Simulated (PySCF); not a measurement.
Job for PySCF: R-HF/STO-3G on AlH3S (SMILES [AlH2][SH]), a point of a torsion scan.

```python
from pyscf import gto, scf, dft, mp
from pyscf.data.elements import chemcore

mol = gto.M(
    atom='''
    Al   -0.62336546   -0.03927864    0.05018681
    S     1.44198402   -0.57770561    0.50576658
    H    -1.70070648   -1.09731593   -0.23537826
    H    -1.04797222    1.43779846    0.04957283
    H     1.90702611    0.09314919   -0.54706155
    ''',
    basis='sto-3g',
    charge=0, spin=0, verbose=3, max_memory=1800)
mf = scf.RHF(mol)
mf.conv_tol = 1e-8
mf.max_cycle = 100
mf.kernel()
if not mf.converged:
    mf = mf.newton().run(mf.mo_coeff, mf.mo_occ)
```

Program output:

```
converged SCF energy = -633.944041907936
```

The calculation finished and met its thresholds.

Cost: very roughly 0.21 core-seconds.
